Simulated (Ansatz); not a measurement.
Ansatz results at the PBE0-D4/def2-TZVP geometry: LUMO energy (PBE/def2-TZVPP) -2.24 eV; HOMO energy (PBE0/def2-TZVPP) -8.41 eV; LUMO energy (PBE0/def2-TZVPP) -1.49 eV.

Each molecule was computed in one conformer, which needn't be the lowest.

(1) Which molecule gave them?
A. `C[N]=[Nb]([CH3])([NH2])[Cl]`
B. `CC(C)(C)[N]=[Nb]([CH3])([F])[Cl]`
C. `C[O][Nb]([F])([F])([O]C)[O]C`
D. `[O]=[Nb]([F])([F])[F]`

Results:

(1) C. The others give `[O]=[Nb]([F])([F])[F]`: -3.04, -10.66, -2.22; `C[N]=[Nb]([CH3])([NH2])[Cl]`: -2.13, -7.35, -1.29; `CC(C)(C)[N]=[Nb]([CH3])([F])[Cl]`: -2.70, -7.69, -1.84.
